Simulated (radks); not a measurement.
Values are calculated unless marked as measured or tabulated.
Ionisation of Hf, [Xe] 4f14 5d2 6s2, to Hf+, [Xe] 4f14 5d1 6s2, under several functionals. Dirac Kohn-Sham, spin-unpolarised, spherical densities, point nucleus; open shells are shared between the two j in proportion to 2j + 1; a radial shooting solver on a logarithmic mesh with Libxc functionals.

functional,E(Hf) (hartree),Exc (hartree),IE (eV),-e(HOMO) (eV),<r> HOMO (bohr),IE error (eV)
revPBE,-15098.0222,-310.0294,6.442,2.471,2.578,-0.383
exchange-only B88,-15094.7553,-306.7155,5.660,1.789,2.652,-1.165
OLYP,-15103.1440,-315.3646,6.307,2.313,2.567,-0.518
"LDA (Slater exchange, Perdew-Zunger correlation)",-15088.6436,-300.5699,6.733,2.700,2.548,-0.092
"LDA (Slater exchange, Perdew-Wang correlation)",-15088.6383,-300.5641,6.731,2.697,2.548,-0.094
exchange-only LDA,-15081.2516,-293.0802,5.594,1.709,2.640,-1.231
exchange-only PBE,-15093.4396,-305.3799,5.654,1.803,2.670,-1.171
XLYP,-15099.5207,-311.5336,6.398,2.409,2.583,-0.428
"LDA (Slater exchange, VWN5 correlation)",-15088.6685,-300.5948,6.732,2.698,2.547,-0.093
SOGGA,-15092.5566,-304.5113,6.443,2.456,2.566,-0.382

NIST Atomic Spectra Database: 6.825 eV (measured). Closest: LDA (Slater exchange, Perdew-Zunger correlation). The Delta-SCF values span 1.14 eV, the total energies 21.89 hartree. The highest occupied level is 5d5/2. Spin polarisation and multiplet splitting are left out, so open shells lie too high by an amount that depends on their filling. Sharing an open shell by 2j + 1 raises it above the true ground level by a part of the spin-orbit splitting, which enters the differences from NIST.

Beside tabulated values, note that spin-unpolarised runs miss the spin-polarisation part of the exchange energy of open shells.
